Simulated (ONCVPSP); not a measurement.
**What one change does to a pseudopotential (aluminium (Al), ONCV)**

* Element: Al (Z = 13)
* Generator: ONCVPSP 4.0.1
* Type: optimised norm-conserving Vanderbilt (ONCV)
* Functional: PW91
* Relativity: scalar-relativistic
* Frozen core: [Ne]
* Valence charge: 3
* Reference configuration: 3s2 3p0.5 (charge +0.5)
* Partial waves: 3s: rc 1.60 bohr, ncon 5, nbas 9, qcut 3.3 1/bohr, 2 projectors, debl 1.2 Ha; 3p: rc 1.95 bohr, ncon 4, nbas 7, qcut 4.2 1/bohr, 2 projectors, debl 2.5 Ha; d scattering state at 0.14 Ha: rc 1.70 bohr, ncon 5, nbas 8, qcut 5.1 1/bohr, 2 projectors, debl 2.7 Ha
* Local potential: polynomial inside 1.45 bohr (lpopt 4, dvloc0 6 Ha)
* Core correction: none

Change: all radii scaled by about 1.15 (s 1.84, p 2.24, d 1.96 bohr); local potential polynomial inside 1.66 bohr (lpopt 4, dvloc0 6 Ha).

Cutoffs: the cutoffs (Ha) at which the residual kinetic energy of the hardest occupied pseudo-wave falls to 1 and 0.1 mHa per electron; they do not see the model core or the augmentation charge, which bear on the density cutoff. Errors are all-electron minus pseudo energies relative to the spin-unpolarised reference configuration.

Q: What does the change do?

A: The potential gets softer (24 Ha and 82 Ha → 5.6 Ha and 14 Ha); the bound ghost in s disappears; the errors of the 4 common tests hardly move. A larger radius leaves more room for a smooth pseudo-wave, so fewer plane waves are needed.

| quantity | base | changed |
| --- | --- | --- |
| cutoff, loose | 24 Ha | 5.6 Ha |
| cutoff, tight | 82 Ha | 14 Ha |
| loose cutoff by channel | s 24 Ha, p 2.2 Ha | s 5.6 Ha, p 2.3 Ha |
| bound ghosts | s | none |
| GHOST(+) flags under 300 eV | p at 82.2 eV | none |
| error for 3s2 3p1, meV [ΔE -2.10 eV] | -0.2 | -0.2 |
| error for 3s2 3p0, meV [ΔE 3.70 eV] | -0.8 | -0.7 |
| error for 3s1 3p0, meV [ΔE 22.98 eV] | +21 | +23 |
| error for 3s1 3p1, meV [ΔE 9.51 eV] | +8.8 | +8.1 |

Changed file: The cutoffs count occupied waves only; projector 2 of the s channel, the hardest unoccupied one, needs 47 Ha at the loose tolerance. A true bound ghost makes a file unfit for plane-wave use even where its test errors are small: the radial tests pick states by their node count and pass the ghost by.
